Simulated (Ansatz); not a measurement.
Ansatz (a first-principles code) input (B3LYP-D3(BJ)/def2-TZVP):

Ansatz 0.2 input:
```yaml
crystal:
  periodic: [false, false, false]
  atoms:
    - {symbol: Lu, position_ang: [0.67085650, -0.02587640, 0.85907953]}
    - {symbol: Cl, position_ang: [1.00568347, 0.28301371, -1.47047403]}
    - {symbol: Cl, position_ang: [-1.67933699, -0.29921813, 0.67339708]}
basis:
  gaussian:
    orbitals: def2-TZVP
hamiltonian:
  xc: b3lyp
  dispersion: d3bj
magnetization: {spin_polarized: true, initial_magnetization: 1}
relax: {f_tol: 0.002, max_steps: 150}
```

End of the output:

```
reference -58692.22764318 eV, -2156.8995828662 hartree; 39, 38 occupied and 131, 132 virtual orbitals, 1365 factors
relax step   5: F+E_penalty+E_count = -58692.36674468 eV  Δ(F+E_penalty+E_count) = -1.044e-3 eV  max|allowed force component| = 8.703e-3 eV/Å  Δτ_max = 0.0236 Å  (42 SCF iters, accepted)
these checks for a lower state are left out or cut short: starts, cluster_reference, orbital_swaps, neighbouring_geometries, increment
integrals: 0.13 GiB planned
1365 factors; their error is unknown
mean field: 1.52 GiB planned
mean field -58692.22789877 eV, -2156.8995922590 hartree, gradient 1.9e-5 eV, S^2 0.750474; 0 other end points of the search recorded, 0 dependent functions left out
the calculation of the forces begins
reference -58692.22812959 eV, -2156.8996007412 hartree; 39, 38 occupied and 131, 132 virtual orbitals, 1365 factors
relax step   6: F+E_penalty+E_count = -58692.36688479 eV  Δ(F+E_penalty+E_count) = -1.401e-4 eV  max|allowed force component| = 3.153e-3 eV/Å  Δτ_max = 0.0128 Å  (38 SCF iters, accepted)
these checks for a lower state are left out or cut short: starts, cluster_reference, orbital_swaps, neighbouring_geometries, increment
integrals: 0.13 GiB planned
1365 factors; their error is unknown
mean field: 1.53 GiB planned
mean field evaluation 64: about -58692.2279 eV, gradient 3.4e-5 eV
mean field -58692.22792694 eV, -2156.8995932942 hartree, gradient 3.4e-5 eV, S^2 0.750474; 0 other end points of the search recorded, 0 dependent functions left out
the calculation of the forces begins
reference -58692.22815777 eV, -2156.8996017770 hartree; 39, 38 occupied and 131, 132 virtual orbitals, 1365 factors
relax step   7: F+E_penalty+E_count = -58692.36688549 eV  Δ(F+E_penalty+E_count) = -6.950e-7 eV  max|allowed force component| = 1.897e-3 eV/Å  Δτ_max = 0.0007 Å  (28 SCF iters, accepted)
integrals: 0.13 GiB planned
1365 factors; their error is unknown
mean field: 1.53 GiB planned
mean field -58692.22792694 eV, -2156.8995932942 hartree, gradient 3.4e-5 eV, S^2 0.750474; 1 other end points of the search recorded, 0 dependent functions left out
the calculation of the forces begins
reference -58692.22815777 eV, -2156.8996017770 hartree; 39, 38 occupied and 131, 132 virtual orbitals, 1365 factors
Total energy: -58692.36711631 eV, -2156.9047084093 hartree
Atom 0 at     0.431511    -0.021639     0.560236 Å, force    -0.001105     0.000020    -0.001382 eV/Å
Atom 1 at     1.448386     0.350932    -1.578888 Å, force    -0.000792    -0.000302     0.001765 eV/Å
Atom 2 at    -1.882695    -0.371374     1.080654 Å, force     0.001897     0.000282    -0.000383 eV/Å
Dipole moment:     0.359113    -0.006322     0.448073 e Å
```

The spin state was set by rule; other spins were not relaxed.
